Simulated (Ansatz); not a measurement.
Harmonic frequencies (cm⁻¹) at PBE0-D4/def2-TZVP from Ansatz: 62, 104, 162, 173, 215, 272, 296, 338, 427, 583, 610, 613, 678, 838, 879, 1052, 1070, 1227, 1370, 1434, 1655, 2699, 3035, 3074, 3524, 3609, 3966.

Each molecule was computed in one conformer, which needn't be the lowest.

Problem. Which molecule is it?
A. `C[NH][Al]([OH])[SH]`
B. `C[O][Al]([NH2])[SH]`
C. `N[CH2][Al]([OH])[SH]`
D. `C1[CH2][GeH2][NH]1`

Solution. C.
